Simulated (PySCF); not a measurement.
NICS in rings of unrelated molecules.

NICS is the negative of the GIAO shielding at a point without a nucleus: at the ring centre (0) and 1 Å above and below it (1); zz is the component along the ring normal. Level: GIAO PBE0/pcSseg-1 (PySCF, non-relativistic, gas phase) on the GFN2-xTB geometries, one conformer each. Atom numbers follow the mapped SMILES.

Task: Order these rings by mean NICS(1)zz, lowest (most negative) first (ppm).
A. ring C5–C6–C7 in `[CH2:1]=[CH:2][C@H:3]([CH3:4])[CH:5]1[CH2:6][CH2:7]1`
B. ring C5–N6–S7–N8–C9 in `[CH2:1]=[C:2]([C:3]#[N:4])[c:5]1[n:6][s:7][n:8][c:9]1[CH3:10]`
C. ring C3–C6–C7 in `[H]/[N:1]=[CH:2]\[C@:3]1([CH2:4][NH2:5])[CH2:6][C:7]12[CH2:8][CH2:9]2`
D. ring N2–C3–C4–C5–C11 in `[CH3:1][n:2]1[cH:3][cH:4][c:5]2[cH:6][cH:7][c:8]([Cl:9])[cH:10][c:11]12`
E. ring C5–C6–N7–N8–C9 in `[CH3:1][C:2]([CH3:3])([CH3:4])[c:5]1[cH:6][n:7][nH:8][cH:9]1`
F. ring C5–C6–C7–C8 in `[CH3:1][C:2]([CH3:3])([CH3:4])[C@@H:5]1[CH2:6][CH2:7][C@@H:8]1[NH2:9]`
G. ring C3–C4–N5–N6–C9 in `[CH2:1]=[CH:2][C@H:3]1[CH:4]=[N:5][N:6]([CH2:7][CH3:8])[CH2:9]1`

Result: E (-31.4), B (-29.9), D (-28.2), A (-22.4), C (-19.4), G (-3.0), F (3.6).

```json
{"SMILES": "CC(C)(C)c1cn[nH]c1", "ring": "5-membered ring with 2 N; formal bonds all aromatic", "NICS(0)": "-14.1", "NICS(1)": "-12.3", "NICS(1)zz": "-31.4", "HOMA": "0.96", "rms pucker (Å)": "0.00", "ring atoms with four or more neighbours": "0"}
{"SMILES": "C=C(C#N)c1nsnc1C", "ring": "5-membered ring with 2 N and S; formal bonds all aromatic", "NICS(0)": "-12.4", "NICS(1)": "-12.3", "NICS(1)zz": "-29.9", "HOMA": "–", "rms pucker (Å)": "0.00", "ring atoms with four or more neighbours": "0"}
{"SMILES": "Cn1ccc2ccc(Cl)cc21", "ring": "5-membered ring with N; formal bonds all aromatic", "NICS(0)": "-12.9", "NICS(1)": "-11.4", "NICS(1)zz": "-28.2", "HOMA": "0.82", "rms pucker (Å)": "0.00", "ring atoms with four or more neighbours": "0"}
{"SMILES": "C=C[C@H](C)C1CC1", "ring": "3-membered carbocycle; formal bonds all single", "NICS(0)": "-43.4", "NICS(1)": "-8.7", "NICS(1)zz": "-22.4", "HOMA": "–", "rms pucker (Å)": "0.00", "ring atoms with four or more neighbours": "3"}
{"SMILES": "[H]/N=C\\[C@]1(CN)CC12CC2", "ring": "3-membered carbocycle; formal bonds all single", "NICS(0)": "-39.6", "NICS(1)": "-6.7", "NICS(1)zz": "-19.4", "HOMA": "–", "rms pucker (Å)": "0.00", "ring atoms with four or more neighbours": "3"}
{"SMILES": "C=C[C@H]1C=NN(CC)C1", "ring": "5-membered ring with 2 N; formal bonds 1 double, 4 single", "NICS(0)": "-3.0", "NICS(1)": "-2.6", "NICS(1)zz": "-3.0", "HOMA": "–", "rms pucker (Å)": "0.05", "ring atoms with four or more neighbours": "2"}
{"SMILES": "CC(C)(C)[C@@H]1CC[C@@H]1N", "ring": "4-membered carbocycle; formal bonds all single", "NICS(0)": "-0.8", "NICS(1)": "-1.0", "NICS(1)zz": "3.6", "HOMA": "–", "rms pucker (Å)": "0.10", "ring atoms with four or more neighbours": "4"}
```

NICS(0) gives another order. The isotropic NICS(1) ties some rings at the printed digit and otherwise keeps the order. HOMA uses Krygowski's 1993 parameters; it is left out where a ring has a four-coordinate atom, a triple bond, no multiple bond or a kind of bond without parameters. NICS(1) and NICS(1)zz are means over the two faces.
